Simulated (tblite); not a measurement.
Species: C₆H₁₀BClGe.
Atom-mapped SMILES: `[Cl:1][Ge@@H:2]1[C@@H:3]2[BH:4][CH:5]=[CH:6][C@H:7]1[CH2:8][CH2:9]2` (hydrogens: H10 on Ge2; H11 on C3; H12 on B4; H13 on C5; H14 on C6; H15 on C7; H16, H17 on C8; H18, H19 on C9)

Computed with GFN2-xTB (tblite), gas phase: L-BFGS steps from a force-field or distance-geometry start until the largest atomic force falls under 0.01 eV/Å.

Step 19: E = -698.2187 eV
```
atom  x, y, z in Å  |  force x, y, z in eV/Å
Cl1     1.8489   -1.1752    2.5245   -0.001   0.016   0.034
Ge2    -0.0026   -0.7151    1.6026    0.075  -0.001  -0.011
C3     -0.2362   -1.3721   -0.3098   -0.070   0.010   0.033
B4      1.1808   -1.0757   -0.8984   -0.050   0.026  -0.016
C5      1.6953    0.3697   -0.8287    0.012   0.031  -0.004
C6      1.1510    1.3137   -0.0396    0.049  -0.019   0.100
C7     -0.0979    1.1337    0.7394    0.025  -0.034   0.038
C8     -1.3206    0.9528   -0.1651    0.022   0.012   0.017
C9     -1.3533   -0.4438   -0.8184   -0.021   0.008   0.000
H10    -1.0645   -1.0886    2.6836   -0.047   0.011  -0.054
H11    -0.5586   -2.4104   -0.3912    0.018  -0.010   0.024
H12     1.8693   -1.9460   -1.2749    0.037  -0.003  -0.015
H13     2.6146    0.6453   -1.3329   -0.004   0.008  -0.064
H14     1.6467    2.2725    0.0835   -0.009  -0.011  -0.008
H15    -0.2562    1.9732    1.4175    0.014  -0.008  -0.005
H16    -2.2175    1.0884    0.4428   -0.030   0.013   0.020
H17    -1.3199    1.7346   -0.9254   -0.013   0.005  -0.053
H18    -1.2649   -0.3470   -1.9007    0.017  -0.022  -0.038
H19    -2.3242   -0.9007   -0.6163   -0.024  -0.033   0.000
```

Step 20: E = -698.2200 eV
```
atom  x, y, z in Å  |  force x, y, z in eV/Å
Cl1     1.8453   -1.1743    2.5315    0.043   0.007   0.050
Ge2     0.0012   -0.7149    1.6045    0.001   0.003  -0.052
C3     -0.2372   -1.3728   -0.3096   -0.042   0.018   0.038
B4      1.1791   -1.0740   -0.8994   -0.037   0.011  -0.027
C5      1.6940    0.3718   -0.8324   -0.001   0.028   0.006
C6      1.1526    1.3149   -0.0399    0.049  -0.041   0.095
C7     -0.0961    1.1336    0.7385    0.007  -0.027   0.049
C8     -1.3200    0.9527   -0.1651   -0.004   0.022   0.005
C9     -1.3540   -0.4450   -0.8183   -0.043   0.017  -0.015
H10    -1.0660   -1.0901    2.6820   -0.037   0.017  -0.060
H11    -0.5570   -2.4122   -0.3890    0.013  -0.001   0.022
H12     1.8698   -1.9445   -1.2746    0.023   0.013  -0.006
H13     2.6122    0.6475   -1.3384    0.000   0.003  -0.062
H14     1.6518    2.2710    0.0878   -0.012  -0.002  -0.012
H15    -0.2545    1.9712    1.4191    0.013  -0.004  -0.014
H16    -2.2181    1.0895    0.4435    0.012   0.005  -0.002
H17    -1.3205    1.7341   -0.9277   -0.008  -0.023  -0.016
H18    -1.2657   -0.3482   -1.9017    0.021  -0.022  -0.005
H19    -2.3267   -0.9010   -0.6183    0.001  -0.024   0.009
```

Step 21: E = -698.2211 eV
```
atom  x, y, z in Å  |  force x, y, z in eV/Å
Cl1     1.8430   -1.1732    2.5387    0.067   0.001   0.055
Ge2     0.0047   -0.7147    1.6052   -0.058  -0.001  -0.062
C3     -0.2389   -1.3731   -0.3086    0.001   0.021   0.023
B4      1.1768   -1.0722   -0.9009   -0.015  -0.002  -0.030
C5      1.6931    0.3741   -0.8356   -0.011   0.012   0.011
C6      1.1550    1.3152   -0.0382    0.041  -0.053   0.066
C7     -0.0944    1.1329    0.7386   -0.009  -0.016   0.045
C8     -1.3195    0.9528   -0.1649   -0.022   0.019  -0.008
C9     -1.3554   -0.4457   -0.8184   -0.046   0.016  -0.019
H10    -1.0683   -1.0910    2.6792   -0.024   0.022  -0.067
H11    -0.5553   -2.4138   -0.3866    0.004   0.010   0.019
H12     1.8706   -1.9429   -1.2745    0.000   0.033   0.002
H13     2.6101    0.6495   -1.3445   -0.007   0.000  -0.051
H14     1.6560    2.2698    0.0914   -0.012   0.007  -0.008
H15    -0.2528    1.9693    1.4204    0.010   0.002  -0.014
H16    -2.2184    1.0907    0.4443    0.046   0.001  -0.018
H17    -1.3211    1.7333   -0.9301    0.001  -0.040   0.017
H18    -1.2660   -0.3498   -1.9028    0.019  -0.019   0.026
H19    -2.3290   -0.9018   -0.6200    0.016  -0.011   0.013
```

Task: Estimate the geometry and energy of step 22. (The exact step hangs on the optimiser's Hessian estimate; all steps are aligned on step 21, rigid shifts and turns removed.)

Result: E = -698.2224 eV, largest force 0.095 eV/Å
```
atom  x, y, z in Å  |  force x, y, z in eV/Å
Cl1     1.8421   -1.1721    2.5468    0.061   0.002   0.045
Ge2     0.0075   -0.7144    1.6048   -0.085  -0.014  -0.040
C3     -0.2409   -1.3731   -0.3073    0.041   0.017  -0.006
B4      1.1739   -1.0702   -0.9031    0.010  -0.010  -0.022
C5      1.6922    0.3764   -0.8386   -0.018  -0.009   0.008
C6      1.1582    1.3147   -0.0351    0.024  -0.050   0.024
C7     -0.0928    1.1317    0.7394   -0.017  -0.004   0.028
C8     -1.3190    0.9530   -0.1647   -0.023   0.004  -0.016
C9     -1.3575   -0.4461   -0.8185   -0.028   0.004  -0.010
H10    -1.0713   -1.0914    2.6745   -0.013   0.025  -0.070
H11    -0.5535   -2.4153   -0.3835   -0.007   0.023   0.015
H12     1.8714   -1.9405   -1.2743   -0.023   0.047   0.005
H13     2.6076    0.6515   -1.3515   -0.020  -0.004  -0.033
H14     1.6599    2.2686    0.0948   -0.012   0.010   0.002
H15    -0.2507    1.9672    1.4217    0.003   0.011  -0.008
H16    -2.2181    1.0921    0.4447    0.060  -0.001  -0.024
H17    -1.3217    1.7316   -0.9324    0.012  -0.039   0.038
H18    -1.2659   -0.3518   -1.9034    0.014  -0.012   0.046
H19    -2.3313   -0.9028   -0.6217    0.020   0.001   0.019
```

The energy changes by -0.0012 eV. The first-order estimate −F·Δx gives -0.0017 eV and the mean of the old and new forces, exact on a quadratic surface, -0.0012 eV. The step makes an angle of 65° with the force vector and moves no atom by more than 0.008 Å.

What follows is the cost of the whole relaxation. Hardware: Arm Neoverse N1, one thread (shared host). Cost: 1.6 s.
